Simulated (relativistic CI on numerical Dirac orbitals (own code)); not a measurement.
Cd⁴⁺ (4d8) in a crystal field

Calculated by Dirac-Coulomb-Breit CI, KLI orbitals optimised for each configuration, a model potential for QED, valence Slater integrals scaled by 0.8, one configuration in a parametric crystal field (own radial code).

Field parameters in Wybourne normalisation: D3d B²₀ = −7Dσ, B⁴₀ = −14Dq − 21Dτ, B⁴₃ = −14√(10/7) Dq. The field is a parameter set, without covalency.

S and J are read from ⟨S²⟩ = S(S + 1) and ⟨J²⟩ = J(J + 1) of each level; they are not fictitious spins.

D3d, 10Dq = 32600, Dσ = -1200, Dτ = -10 cm⁻¹, the lowest 16 levels:

| E (cm⁻¹) | Degeneracy | Irrep | S | J |
| --- | --- | --- | --- | --- |
| 0.0 | 1 | A1 | 1.00 | 3.42 |
| 14.5 | 2 | E | 1.00 | 3.41 |
| 14102 | 2 | E | 0.06 | 2.90 |
| 26260 | 1 | A1 | 0.09 | 3.38 |
| 31410 | 2 | E | 0.99 | 3.54 |
| 31612 | 2 | E | 0.99 | 3.51 |
| 31926 | 1 | A2 | 1.00 | 3.43 |
| 32521 | 1 | A1 | 0.99 | 3.07 |
| 34156 | 2 | E | 0.99 | 3.23 |
| 34710 | 1 | A2 | 1.00 | 3.10 |
| 42438 | 2 | E | 0.96 | 2.24 |
| 42850 | 2 | E | 0.98 | 2.43 |
| 43177 | 1 | A1 | 0.97 | 2.57 |
| 43326 | 1 | A2 | 0.99 | 2.30 |
| 43498 | 1 | A1 | 0.98 | 2.43 |
| 43659 | 2 | E | 0.97 | 2.19 |

D3d, 10Dq = 32600, Dσ = -980, Dτ = -10 cm⁻¹, the lowest 16 levels:

```tsv
E (cm⁻¹)	Degeneracy	Irrep	S	J
0.0	1	A1	1.00	3.42
11.5	2	E	1.00	3.41
14107	2	E	0.06	2.89
26279	1	A1	0.09	3.38
31531	2	E	0.99	3.55
31721	2	E	0.99	3.54
32004	1	A2	1.00	3.46
32683	1	A1	0.99	3.08
33961	2	E	0.99	3.20
34546	1	A2	1.00	3.07
42426	2	E	0.96	2.22
42805	2	E	0.99	2.42
43088	1	A1	0.98	2.45
43186	1	A2	0.99	2.31
43357	1	A1	0.98	2.54
43554	2	E	0.98	2.17
```

D3d, 10Dq = 32600, Dσ = -760, Dτ = -10 cm⁻¹, the lowest 16 levels:

| E (cm⁻¹) | Degeneracy | Irrep | S | J |
| --- | --- | --- | --- | --- |
| 0.0 | 1 | A1 | 1.00 | 3.42 |
| 8.6 | 2 | E | 1.00 | 3.42 |
| 14111 | 2 | E | 0.06 | 2.89 |
| 26294 | 1 | A1 | 0.09 | 3.39 |
| 31639 | 2 | E | 0.99 | 3.57 |
| 31811 | 2 | E | 0.99 | 3.56 |
| 32052 | 1 | A2 | 1.00 | 3.49 |
| 32839 | 1 | A1 | 0.99 | 3.09 |
| 33785 | 2 | E | 0.99 | 3.17 |
| 34414 | 1 | A2 | 1.00 | 3.05 |
| 42430 | 2 | E | 0.97 | 2.20 |
| 42778 | 2 | E | 0.99 | 2.41 |
| 42990 | 1 | A1 | 0.98 | 2.32 |
| 43063 | 1 | A2 | 0.99 | 2.32 |
| 43249 | 1 | A1 | 0.97 | 2.66 |
| 43460 | 2 | E | 0.98 | 2.15 |

The free-ion ground term has S = 1. Every field shown keeps that spin.

Levels of this model without a field, named by their leading LS term (the scale mimics covalency, so terms lie below those of the real free ion): 3F_4 0, 3F_3 5070, 3F_2 6843, 3P_2 13672, 3P_1 18659, 3P_0 18707, 1D_2 20098, 1G_4 22276 cm⁻¹.
